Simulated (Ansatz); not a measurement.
A set of 12 reactions (ligand exchange), with CCSD(T)/CBS values in kJ/mol:

```
                                                                   reaction      ΔE
 `[GeH3][B]1O[SiH2]1` + `N[SiH](O)F` → `O[SiH](F)[NH][GeH3]` + `B1O[SiH2]1`    -2.4
                          `[GeH3][B]1O[SiH2]1` + NH₃ → `NB1O[SiH2]1` + GeH₄   -99.5
         `[CH3][AlH][SiH2][SeH]` + CH₃SH → `[CH3][AlH][S]C` + `[SiH3][SeH]`  -108.4
        `C[N](C)[Hf]([F])([Cl])[I]` + H–F → `[F][Hf]([F])([Cl])[I]` + `CNC`   -78.2
                     `CC[Se][SiH2]C` + `C[SeH]` → `C[SiH2][Se][Se]C` + `CC`   -65.7
                       `OC[SiH2]O` + `N[SiH2]N` → `N[SiH2]N[SiH2]O` + CH₃OH   -92.5
                                 `B[SiH2]C#N` + CH₃OH → `B[SiH2]OC` + `C#N`   -43.3
                                `BOBF` + `N[SiH2]CO` → `BN[SiH2]CO` + `OBF`   -20.2
`[OH][Al]([OH])[CH]1B[SiH2]1` + H₂Se → `[OH][Al]([OH])[SeH]` + `B1C[SiH2]1`   -44.1
                                         `NB(F)Cl` + HBr → `NB(Cl)Br` + H–F    53.4
       `[CH3][Zn][S][Si](F)(F)F` + H₂Te → `[CH3][Zn][TeH]` + `F[Si](F)(F)S`    -2.0
                                         `CSB(F)F` + HCl → `CSB(F)Cl` + H–F    53.1
```

Gas-phase electronic energies from Ansatz, PBE0-D4/def2-TZVP geometries. CCSD(T)/CBS is the MP2 limit (def2-TZVPP, def2-QZVPP) plus CCSD(T) − MP2 in def2-TZVPP, frozen cores. This one scheme is used for every species. DFT in def2-TZVPP. B3LYP here is the variant with VWN-RPA as its local correlation; programs differ in this. Elements past krypton have def2 core potentials. For Br, Ge, Hf, I, Se, Te, Zn outer-core shells are correlated without core-valence functions, which leaves a few kJ/mol of doubt a bond. Scalar relativity is left out up to krypton. One conformer a species, not always the lowest.

Q: Give the mean, mean absolute and largest difference (level minus CCSD(T)/CBS, kJ/mol) for: PBE-D4, r2SCAN-D4, PBE0-D4, ωB97M-V, PBE, B3LYP, HF/def2-TZVPP, CCSD(T)/def2-TZVPP, HF/def2-QZVPP, MP2/def2-QZVPP, SCS-MP2/def2-QZVPP, HF/CBS(def2), MP2/CBS(def2), CCSD/CBS(def2). (Estimate.)

A: The calculation gave: 
| level | mean | mean absolute | largest |
| --- | --- | --- | --- |
| PBE-D4 | 1.5 | 7.0 | -11.8 |
| r2SCAN-D4 | 0.3 | 5.8 | -17.4 |
| PBE0-D4 | 0.9 | 5.2 | -9.3 |
| ωB97M-V | -0.6 | 5.4 | -16.2 |
| PBE | 1.5 | 8.0 | -22.2 |
| B3LYP | -1.3 | 8.9 | -30.7 |
| HF/def2-TZVPP | -4.7 | 16.0 | -38.8 |
| CCSD(T)/def2-TZVPP | 1.7 | 3.0 | 6.6 |
| HF/def2-QZVPP | -4.9 | 16.5 | -40.9 |
| MP2/def2-QZVPP | -2.2 | 3.9 | 10.3 |
| SCS-MP2/def2-QZVPP | -2.2 | 3.0 | -8.8 |
| HF/CBS(def2) | -4.9 | 16.6 | -41.1 |
| MP2/CBS(def2) | -2.9 | 4.6 | -10.3 |
| CCSD/CBS(def2) | -0.5 | 2.4 | -5.8 |

The largest T1 diagnostic in the set is 0.017, for `B1O[SiH2]1` (customary mark 0.02).

CCSD(T)/CBS is a level of theory with its own doubt, and the functionals carry their triple-zeta basis error, so these figures describe this set and don't rank the functionals.
